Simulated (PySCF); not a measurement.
Computed IR spectrum (relative IR intensity) of a molecule C5H5F. Geometry: B3LYP-D3(BJ)/def2-SVP. Other conformers were not sampled. All values below come from B3LYP-D3(BJ)/def2-SVP run with PySCF. Harmonic, unscaled wavenumbers; measured fundamentals usually lie a few per cent lower.

Lines under 2 % of the strongest are left out, and lines within 2 cm⁻¹ are merged.

```csv
ν (cm⁻¹),relative intensity
159,2.6
408,3.2
698,7.4
872,36
950,29
1032,4.0
1077,15
1329,100
1400,10
1442,12
1710,72
2351,35
3023,13
3100,2.7
3106,2.2
```

Task: Identify the compound among the candidates.
(A) FC1=CCC=C1
(B) CC#C/C=C\F
(C) C=C(F)C#CC
(D) FC1=CC=CC1

Result: C, C=C(F)C#CC
